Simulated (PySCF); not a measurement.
**Spinor energies of Ar³⁺ (argon, charge +3)**

Start: [Ne] 3s1 3p3 4s1; 3s1/2 filled at m_j = +1/2; 3p3/2 filled at m_j = -1/2, +1/2, +3/2; 4s1/2 filled at m_j = +1/2. Calculated with PySCF 2.14 in x2c-SVPall-2c with one added diffuse shell each of s, p type (5s5p1d, 25 functions): generalised Hartree-Fock with the X2C-1e Hamiltonian and a Gaussian nucleus; one run each with spin-orbit coupling (SO) switched off, then screened by Boettger's factors. This is a chosen level, not necessarily the ground level.

```tsv
spinor shell	electrons	ε, spin-free (eV)	ε, screened SO (eV)	weight of nominal j (screened SO)	rms radius, screened SO (bohr)
1s1/2	2	-3298.6	-3298.6	1.000	0.0993
2s1/2	2	-394.74	-394.74	1.000	0.446
2p1/2	2	-318.16	-320.69	0.763	0.414
3s1/2	1	-88.616	-88.614	1.000	1.34
3p3/2	3	-66.783	-66.784	0.659	1.47
4s1/2	1	-27.827	-27.827	1.000	3.25
```

Q: Where does 2p3/2 lie, and what is the 2p spin-orbit splitting (screened SO)?

A: At -316.90 eV, 3.785 eV above 2p1/2.

```csv
quantity,spin-free,screened SO
E (hartree),-524.02158,-524.02254
M_J,5/2,5/2
⟨J²⟩,8.750,8.750
⟨L²⟩,0.000,0.001
⟨S²⟩,8.750,8.748
```

Each row is a mean over spinors that exchange with the open shell spreads, by up to 3.600 eV (2p3/2).

Rows whose weight is well below 1 are mixtures of j = l ± 1/2: exchange outweighs spin-orbit coupling there, and the label is only the starting occupation.

Without spin-orbit coupling the j labels of p, d and f shells carry no meaning; the spin-free column gives the mean over the occupied spinors of each nl shell.
